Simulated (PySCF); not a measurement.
# Polarisability and C₆ of Ni⁺ (nickel, charge +1)

[Ar] 3d9, 2D determinant. All numbers are calculated (PySCF 2.14, no relativity, point nucleus, in def2-QZVPPD). Coupled (time-dependent) response in atomic units; α is the mean over directions.

```tsv
method	mean α (bohr³)	α xx, yy, zz	C₆ (like pair)	S(−4)
PBE0	7.774	7.345, 7.345, 8.632	26.48	54.42
BLYP	9.026	8.584, 8.584, 9.909	31.16	84.47
```

S(−4) is the Cauchy moment in α(ω) = α(0) + S(−4) ω² + …

α(iu) at BLYP:

```
u (hartree)  α(iu) (bohr³)
          0          9.026
     0.0500          8.822
      0.100          8.294
      0.200          6.918
      0.300          5.738
      0.500          4.228
      0.750          3.156
       1.00          2.478
       1.50          1.674
       2.00          1.226
       3.00         0.7556
       5.00         0.3774
```

For an ion, C₆ is the dispersion term alone; charge-induced terms of lower order in 1/R come first.

The components differ because the open shell of this determinant is not spherical; for a pure term their mean is the scalar polarisability.
